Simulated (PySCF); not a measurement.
## Ionisation energy of Se⁺ by level of theory

Se⁺ [Ar] 3d10 4s2 4p3 (4S) → Se²⁺ [Ar] 3d10 4s2 4p2 (3P), as a difference of total energies. All numbers are calculated (PySCF 2.14, no relativity, point nucleus, in def2-SVP). Correlated levels: valence: [Ar] 3d10 frozen. The calculations carry no spin-orbit coupling.

| method | ionisation energy (eV) |
| --- | --- |
| UHF | 20.878 |
| TPSS | 21.397 |
| MN15 | 21.465 |
| MP2 (valence) | 21.239 |
| SCS-MP2 (valence) | 21.109 |
| CCSD (valence) | 21.179 |
| CCSD(T) (valence) | 21.184 |

Question: How much does correlation contribute at CCSD(T) (valence)?

Answer: 21.184 − (20.878) = 0.306 eV, measured against UHF.

These non-relativistic numbers lack the scalar-relativistic shift.

The reference lies between the lowest fine-structure levels, while these numbers refer to the centres of the terms.

Errors of the correlated levels include the incompleteness of this basis and the frozen core.

For comparison: 21.196 ± 0.01 eV (measured; NIST Atomic Spectra Database, ionization energies).
